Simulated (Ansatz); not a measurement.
**Relaxing a trial structure of C3H3B+**

The starting geometry of this gas-phase doublet was optimised with GFN2-xTB.

```json
{"atom": "C", "x (Å)": "1.2151", "y (Å)": "-1.3215", "z (Å)": "0.3310"}
{"atom": "C", "x (Å)": "-0.0182", "y (Å)": "-1.2571", "z (Å)": "-0.3286"}
{"atom": "C", "x (Å)": "-1.0358", "y (Å)": "-1.2183", "z (Å)": "-1.0238"}
{"atom": "B", "x (Å)": "0.3139", "y (Å)": "-1.1217", "z (Å)": "1.4220"}
{"atom": "H", "x (Å)": "-0.3629", "y (Å)": "-0.9630", "z (Å)": "2.3369"}
{"atom": "H", "x (Å)": "2.1709", "y (Å)": "-1.4667", "z (Å)": "-0.1373"}
{"atom": "H", "x (Å)": "-1.9145", "y (Å)": "-1.1831", "z (Å)": "-1.6196"}
```

Question: Predict what becomes of its bonds when it is optimised with B3LYP-D3(BJ)/def2-SVP.

Answer: A bond breaks, leaving `[BH+]C=C=[CH]`. Contacts that open: C2–B4 (1.79 → 2.42 Å).

The energy falls by 0.22 eV over 16 steps:

```csv
step,E − E(last) (eV)
1,0.219
3,0.127
4,0.102
6,0.062
8,0.034
9,0.022
11,0.002
13,0.001
14,0.000
16,0.000
```

Final geometry (Å):

```tsv
atom	x (Å)	y (Å)	z (Å)
C	0.8628	-1.2821	0.3601
C	-0.1570	-1.2652	-0.5654
C	-1.0830	-1.2476	-1.3831
B	0.5169	-1.1108	1.7563
H	0.2072	-0.9686	2.8913
H	1.9065	-1.4230	0.0306
H	-1.8852	-1.2342	-2.1092
```

No frequencies were run, so the end isn't proven a minimum. Open shells are spin-unrestricted. Run with Ansatz 0.2.0, 2.1 min on 1 thread of AMD EPYC (Zen 3) (shared host).
